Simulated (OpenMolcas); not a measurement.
An atom or ion with 7 electrons was computed by SS-RASPT2, IPEA 0.25 Eh, imaginary shift 0.1 Eh with spin-orbit coupling (OpenMolcas, ANO-RCC-VTZP, DKH2). The lowest levels that the run gave, each within 12 % of the measured value where one is at hand:

```tsv
J	Parity	E (cm⁻¹)	g
3/2	odd	0.0	2.002
3/2	odd	34870	0.800
5/2	odd	34880	1.200
3/2	odd	52670	1.334
1/2	odd	52670	0.666
5/2	even	152820	1.601
3/2	even	153130	1.735
1/2	even	153310	2.671
3/2	even	212160	0.800
5/2	even	212160	1.200
1/2	even	251200	2.002
3/2	even	270380	1.334
```

Question: Which ion is it, and what are the configurations and terms?

Answer: F2+ (Z = 9, charge +2; active space 5 electrons in 9 orbitals (RAS2 2s 2p; RAS3 3d, at most 2 electrons)). J, parity and g give the terms where levels are pure, and mixed ones are named by the computed weights; the size of the splittings, set against known spectra of the 7-electron sequence, gives the charge. In order, with the measured energies in cm⁻¹ (Moore, Atomic Energy Levels, vol. I, NSRDS-NBS 35 (1971 reprint of NBS Circular 467, 1949)): 2s² 2p³ ⁴S°_3/2, 2s² 2p³ ²D°_3/2, 2s² 2p³ ²D°_5/2, 2s² 2p³ ²P°_3/2, 2s² 2p³ ²P°_1/2, 2s 2p⁴ ⁴P_5/2 (151898), 2s 2p⁴ ⁴P_3/2 (152235), 2s 2p⁴ ⁴P_1/2 (152410), 2s 2p⁴ ²D_3/2 (210256), 2s 2p⁴ ²D_5/2 (210240), 2s 2p⁴ ²S_1/2 (248260), 2s 2p⁴ ²P_3/2 (266559).

CASPT2 breaks the degeneracy within a term, and the mean is taken; among the terms shown or strongly mixed into the levels shown the widest spread is 12 cm-1 (2s² 2p³ ²D°). Active for correlation alone: 3d; no level in the range computed is led by a configuration that fills it, so any true level of that kind is missing. Measured partners are found by configuration, term and J. A level has none where our copy of the source lacks it or the pairing is in doubt (some pairs that miss far off the trend of their configuration count as doubtful), and it then counts in no deviation. Only configurations of the active space appear.

° marks odd parity.
